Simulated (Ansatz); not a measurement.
Consider the formal exchange of groups at a C–S bond: `CSP` + `[SeH][SnH3]` → `[CH3][SnH2][SeH]` + `PS`.

Program: Ansatz. Geometries: PBE0-D4/def2-TZVP. ΔE: electronic, gas phase. CCSD(T)/CBS is the MP2 limit (def2-TZVPP, def2-QZVPP) plus CCSD(T) − MP2 in def2-TZVPP, frozen cores. This one scheme is used for every species. Functionals use def2-TZVPP. def2 core potentials past Kr. For Se, Sn outer-core shells are correlated without core-valence functions, which leaves a few kJ/mol of doubt a bond. Scalar relativity is left out up to krypton. Each species was taken in one conformer, which may not be the lowest.

```tsv
level	ΔE (kJ/mol)
r2SCAN-D4	-36.3
PBE	-34.5
r2SCANh	-36.2
r2SCAN0	-36.1
CAM-B3LYP	-35.8
MP2/def2-SVP	-36.6
HF/def2-QZVPP	-34.8
CCSD/CBS(def2)	-44.3
```

(1) What does CCSD(T)/CBS give? (Best estimate.)

Largest T1 diagnostic among the species: 0.012.

Answers

(1) The calculation gave: -44.2 kJ/mol. The listed levels differ from it by 7.9, 9.7, 8.0, 8.1, 8.4, 7.6, 9.4, -0.1 kJ/mol.

At CCSD(T), def2-SVP lies +9.8 kJ/mol from the extrapolated value and def2-TZVPP +1.9 kJ/mol. In def2-TZVPP, CCSD(T) changes the Hartree–Fock value by −7.8 kJ/mol (the triples alone add +0.1 kJ/mol) and MP2 by −10.5 kJ/mol.
